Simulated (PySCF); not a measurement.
SiFI, SMILES I[Si]F (connectivity only; charge and spin as stated), neutral, multiplicity 1.

The structure is a stationary point at PBE0-D3(BJ)/def2-TZVP. The def2 effective core potentials stand for the cores of I; spin–orbit coupling is left out.

These are CAM-B3LYP/def2-TZVPD (PySCF) values and carry that method's errors.

Isolated molecule, no solvent.

The total energy comes out as -687.15706 hartree and the point group comes out as Cs. The highest occupied level is -8.72 eV. The lowest empty level comes out as -1.78 eV. The orbital gap is 6.94 eV and the dipole moment is 1.20 D. The quadrupole, principal values (traceless, Buckingham form, about the centre of nuclear charge) comes out as -5.27, 2.58, 2.69 D·Å. The mean static polarisability comes out as 67.4 bohr³ (9.99 Å³) and the polarisability, principal values is 53.9, 54.5, 93.9 bohr³.
